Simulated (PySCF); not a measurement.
Excitations are Tamm–Dancoff values on a coarser integration grid. The basis has no diffuse functions, so Rydberg states are missing or too high.

Cartesian coordinates (Å):
```xyz
7

C     -1.3654    -0.0522    -0.2810
B      0.0176     0.0006    -0.1993
N      1.3786     0.0525    -0.1192
H     -1.8956    -0.9702    -0.5066
H     -1.9868     0.8218    -0.1239
H      1.8842    -0.1045     0.7370
H      1.9673     0.2520    -0.9111
```
Charge 0, spin multiplicity 1.

Problem. Give the S1 excitation (TDA), total energy, S1–T1 gap (TDA), brightest of the four lowest singlets (TDA) and HOMO–LUMO gap at the level ωB97X-D3(BJ)/def2-TZVP // PBE0-D3(BJ)/def2-TZVP in PySCF.

Solution. 
- S1 excitation (TDA) = 4.92 eV
- total energy = -120.2061 Ha
- S1–T1 gap (TDA) = 0.31 eV
- brightest of the four lowest singlets (TDA) = 7.54 eV
- HOMO–LUMO gap = 10.52 eV
